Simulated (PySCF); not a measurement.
Species: InMe2Cl, C2H6ClIn.
Bonds: In1–C2, In1–C6, In1–Cl10. Hydrogens: H3, H4, H5 on C2; H7, H8, H9 on C6.

Computed with PySCF 2.14.0, PBE0-D3(BJ)/def2-SVP geometry optimisation, gas phase, def2 core potentials past Kr.

Task: List the bond lengths and angles at this level.

Result: 
```tsv
bond	length (Å)
In1–C2, In1–C6	2.146
In1–Cl10	2.383
C2–H3 and 5 like bonds	1.099
```

Bonds in one row agree within 0.01 Å and their mean is given. A selection of angles:
```tsv
angle	degrees
C2–In1–C6	140.5
C2–In1–Cl10	110.4
In1–C2–H3	109.4
In1–C2–H4	111.2
H3–C2–H4	108.7
In1–C6–H9	108.2
```

In1 (indium bonded to 2 C and Cl) is planar (angles 140.5°, 110.4° and 109.1°, sum 360.0°, 0.01 Å off the plane of its three neighbours). The 4 heavy atoms lie in one plane (0.004 Å rms).

No PBE0-D3(BJ)/def2-SVP frequencies stand behind this structure, so it isn't proved a minimum.

Hardware: one thread, Intel Xeon Platinum 8375C at 2.90 GHz (x86_64), shared host with 96 logical CPUs at a one-minute load of 19. Cost: 60 s, 0.40 GiB resident at most. These figures are those of the optimisation.
